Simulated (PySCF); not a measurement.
C4H4OSe, SMILES [Se]1C(C(=O)C1)=C. Atoms are numbered in the order given.

```xyz
10

C      2.0089     1.1255     0.0000
C      0.7848     0.5902     0.0000
Se     0.0421    -1.1933     0.0000
C     -1.5111     0.0668     0.0000
C     -0.5535     1.2693     0.0000
O     -0.8195     2.4399     0.0000
H      2.1034     2.2157     0.0000
H      2.9201     0.5235     0.0000
H     -2.1366     0.0022     0.9018
H     -2.1366     0.0022    -0.9018
```
Charge 0, spin multiplicity 1.

Geometry: B3LYP-D3(BJ)/def2-SVP. This is a generated structure with no PubChem entry under its InChIKey; it may be hypothetical.

Level of theory: PBE/pcSseg-1 in PySCF.

GIAO shieldings, no solvent; atoms listed in one row are averaged. δ = σ(ref) − σ: ¹³C against TMS (σ = 182.0 ppm); ⁷⁷Se against Me2Se (σ = 1634.8 ppm); ¹⁷O against H2O (σ = 334.3 ppm); ¹H against TMS (σ = 31.49 ppm), references at their B3LYP-D3(BJ)/def2-TZVP geometries, non-relativistic.

Computed chemical shifts:
```json
[
 {"nucleus": "¹³C", "atoms": "C5", "count": "1", "δ (ppm)": "191.8"},
 {"nucleus": "¹³C", "atoms": "C2", "count": "1", "δ (ppm)": "175.0"},
 {"nucleus": "¹³C", "atoms": "C1", "count": "1", "δ (ppm)": "119.4"},
 {"nucleus": "¹³C", "atoms": "C4", "count": "1", "δ (ppm)": "60.8"},
 {"nucleus": "⁷⁷Se", "atoms": "Se3", "count": "1", "δ (ppm)": "325.3"},
 {"nucleus": "¹⁷O", "atoms": "O6", "count": "1", "δ (ppm)": "648.3"},
 {"nucleus": "¹H", "atoms": "H7", "count": "1", "δ (ppm)": "6.92"},
 {"nucleus": "¹H", "atoms": "H8", "count": "1", "δ (ppm)": "5.62"},
 {"nucleus": "¹H", "atoms": "H9, H10", "count": "2", "δ (ppm)": "4.49"}
]
```
